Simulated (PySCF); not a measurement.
## Correlation energy of Zn (zinc, neutral)

[Ar] 3d10 4s1 5s1, high-spin 3S determinant (an excited configuration). Calculation: PySCF 2.14, in aug-cc-pwCVDZ-PP with ECP10MDF (6s6p5d3f, 70 functions); scalar relativity through the core potential. Frozen: 3s2 3p6; 12 electrons correlated.

| level | correlation energy (mhartree) |
| --- | --- |
| CCSD | -434.18 |
| (T) | -12.64 |
| CCSD(T) | -446.82 |

Diagnostics: T1 = 0.012, D1 = 0.0425, largest double amplitude 0.045.

Problem. Is a single reference adequate?

Solution. Yes: T1 lies below 0.03 and no double amplitude reaches 0.07.
